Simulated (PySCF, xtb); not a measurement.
C₂H₆ClFSi₂, SMILES FC([Si@@H](Cl)[SiH3])=C. The values are those of a single conformer.

Harmonic wavenumbers (cm⁻¹) from xtb with GFN2-xTB at its own minimum, in rising order: 24, 32, 77, 115, 130, 258, 344, 368, 416, 459, 464, 522, 615, 635, 660, 728, 778, 792, 796, 890, 919, 1148, 1368, 1666, 2188, 2240, 2244, 2271, 3105, 3160.

Question: What does PBE0-D3(BJ)/def2-SVP run with PySCF give at its own minimum? (An estimate is asked for; the answer gives what the named calculation found.)

Answer: 45, 82, 100, 127, 147, 280, 359, 391, 433, 507, 544, 569, 661, 758, 765, 780, 866, 910, 929, 929, 948, 1233, 1366, 1724, 2227, 2240, 2242, 2247, 3180, 3296. Paired by order, the mean absolute difference is 51 cm⁻¹ and the zero-point energies are 42.0 and 44.2 kcal/mol.
